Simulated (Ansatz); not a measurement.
Basis sets compared for closo-2-SB4 (no H on S) (B4H4S). Total charge 0; singlet. Geometry PBE-D4/def2-SVP. Ansatz on 4 threads of Arm Neoverse V2 on a shared host; times are rough, and most runs start from earlier orbitals.

```xyz
9

S     1.356   -0.288   -0.477
B    -0.203   -0.434    0.819
B    -0.377   -1.107   -0.697
B     0.554    1.070    0.635
B    -0.479    0.580   -0.579
H    -0.316   -0.979    1.889
H    -0.645   -2.061   -1.373
H     1.117    1.961    1.207
H    -1.006    1.260   -1.423
```

B3LYP takes the VWN-RPA correlation.

Binding counts from free atoms (S triplet, B doublet, H doublet) in the same basis, without a counterpoise term.

```
                         level  functions  energy (Eh)  HOMO (eV)  LUMO (eV)  binding per atom (eV)  wall time
               PBE-D4/def2-SVP         94    -499.4430      -6.06      -3.09                   4.00      0.6 s
PBE-D4/def2-TZVP (with forces)        185    -499.6883      -6.09      -3.22                   3.96      1.4 s
           r2SCAN-D4/def2-TZVP        185    -499.9238      -6.24      -3.13                   3.91      2.3 s
                B3LYP-D4/6-31G         57    -499.8983      -6.78      -2.50                   3.58     0.55 s
            B3LYP-D4/def2-TZVP        185    -500.0460      -6.83      -2.59                   3.78      1.4 s
              PBE0-D4/def2-SVP         94    -499.4977      -7.07      -2.32                   3.93      0.6 s
             PBE0-D4/def2-TZVP        185    -499.7394      -7.05      -2.42                   3.90      1.4 s
```

(1) Estimate the rows for PBE-D4/def2-TZVPD, r2SCAN-D4/def2-TZVPD, PBE0-D4/def2-TZVPD.

## Answers

(1) 
```csv
level,functions,energy (Eh),HOMO (eV),LUMO (eV),binding per atom (eV),wall time
PBE-D4/def2-TZVPD,230,-499.6889,-6.09,-3.25,3.96,2 s
r2SCAN-D4/def2-TZVPD,230,-499.9243,-6.24,-3.15,3.91,3.8 s
PBE0-D4/def2-TZVPD,230,-499.7399,-7.05,-2.45,3.89,2.3 s
```
